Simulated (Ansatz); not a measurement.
Consider the ligand exchange at the Si–S bond: `N=C(F)S[SiH2]N` + `[NH2][GeH2][OH]` → `N[SiH2][O][GeH2][NH2]` + `N=C(F)S`.

Program: Ansatz. Geometries: PBE0-D4/def2-TZVP. ΔE: electronic, gas phase. CCSD(T)/CBS adds triple-zeta CCSD(T) − MP2 to the extrapolated MP2 energy (def2 sets, frozen cores). For Ge outer-core shells are correlated without core-valence functions, which leaves a few kJ/mol of doubt a bond. Scalar relativity is left out up to krypton. One conformer a species, not always the lowest.

`N=C(F)S[SiH2]N`:

```xyz
11

N     2.587    0.981    1.591
C     1.498    0.547    1.175
F     0.535    0.055    1.997
S     1.040    0.506   -0.510
Si   -0.948   -0.377   -0.394
N    -1.569   -0.506   -1.976
H     2.660    0.919    2.604
H    -1.821    0.517    0.397
H    -0.834   -1.730    0.193
H    -1.910    0.303   -2.469
H    -1.238   -1.215   -2.609
```

`[NH2][GeH2][OH]`:

Z-matrix (Å, degrees):
```
Ge
O 1 1.780
N 1 1.819 2 104.8
H 1 1.538 2 111.2 3 -115.1
H 1 1.549 2 106.5 3 123.0
H 2 0.959 1 112.2 3 -147.4
H 3 1.009 1 115.8 2 -150.0
H 3 1.009 1 117.0 2 77.3
```

`N[SiH2][O][GeH2][NH2]`:

```xyz
13

N     0.960   -1.585    0.181
Si   -0.740   -1.418   -0.040
O    -1.085   -0.059   -0.869
Ge   -0.229    1.513   -0.821
N     0.416    1.938    0.831
H     1.303   -1.939    1.059
H     1.554   -1.881   -0.578
H    -1.294   -1.395    1.342
H    -1.357   -2.526   -0.816
H     0.955    1.408   -1.791
H    -1.283    2.550   -1.222
H     1.084    1.271    1.190
H    -0.284    2.125    1.534
```

`N=C(F)S`:

```xyz
6

N    -0.646    0.301   -1.037
C     0.395    0.159   -0.372
F     1.566    0.448   -0.935
S     0.728   -0.376    1.275
H    -1.486    0.058   -0.526
H    -0.557   -0.591    1.595
```

```csv
species,CCSD(T)/CBS(def2) energy (Eh)
`N=C(F)S[SiH2]N`,-937.14555
`[NH2][GeH2][OH]`,-2209.02804
`N[SiH2][O][GeH2][NH2]`,-2554.70154
`N=C(F)S`,-591.49692
```

Work out ΔE.

ΔE = (-2554.70154) + (-591.49692) − (-937.14555) − (-2209.02804) = -0.02487 Eh = -0.68 eV.

Largest T1 diagnostic among the species: 0.014.

In def2-TZVPP, CCSD(T) changes the Hartree–Fock value by +0.11 eV (the triples alone add +0.02 eV) and MP2 by +0.14 eV. From PBE to PBE0 (25 % exact exchange), in def2-TZVPP and without D4, ΔE moves by −0.05 eV.
